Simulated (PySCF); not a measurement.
One molecule, one basis, several functionals.

Compound: C2H8FNSi.
InChI=1S/C2H8FNSi/c1-4(2)5-3/h5H2,1-2H3

Torsions of this conformer, `[CH3:1][N:2]([CH3:3])[SiH2:4][F:5]`: C1–N2–Si4–F5 82°.

PySCF, def2-SVPD basis, density fitting, gas phase, PBE0-D3(BJ)/def2-SVP geometry; singlet excitations by full TDDFT with frozen cores, triplets by Tamm–Dancoff TDDFT and ionisation energies by ΔSCF, from the lowest of the holes tried. One functional is left out:

| functional | exact exchange (%) | HOMO energy (eV) | LUMO energy (eV) | lowest singlet excitation (eV) | lowest triplet excitation (eV) | dipole moment (D) | mean polarisability (au) | vertical ionisation energy (eV) |
| --- | --- | --- | --- | --- | --- | --- | --- | --- |
| LDA | 0 | -5.69 | -0.46 | 5.31 | 5.12 | 2.169 | 64.6 | 8.98 |
| PBE | 0 | -5.59 | -0.27 | 5.38 | 5.17 | 2.098 | 63.5 | 8.80 |
| B3LYP | 20 | -6.68 | 0.20 | 5.90 | 5.71 | 2.122 | 60.9 | 8.95 |
| BHandHLYP | 50 | -8.16 | 1.02 | 6.68 | 6.45 | 2.164 | 57.9 | 8.85 |

Predict the row of PBE0 (25 % exact exchange) by straight lines through the other rows, and check it.

```csv
property,line,computed,computed − line,"B3LYP (20 %), for comparison"
HOMO energy (eV),-6.91,-6.90,+0.01,-6.68
LUMO energy (eV),0.33,0.47,+0.14,0.20
lowest singlet excitation (eV),6.02,6.13,+0.11,5.90
lowest triplet excitation (eV),5.81,5.86,+0.05,5.71
dipole moment (D),2.143,2.136,-0.007,2.122
mean polarisability (au),60.8,60.3,-0.5,60.9
vertical ionisation energy (eV),8.89,8.90,+0.01,8.95
```
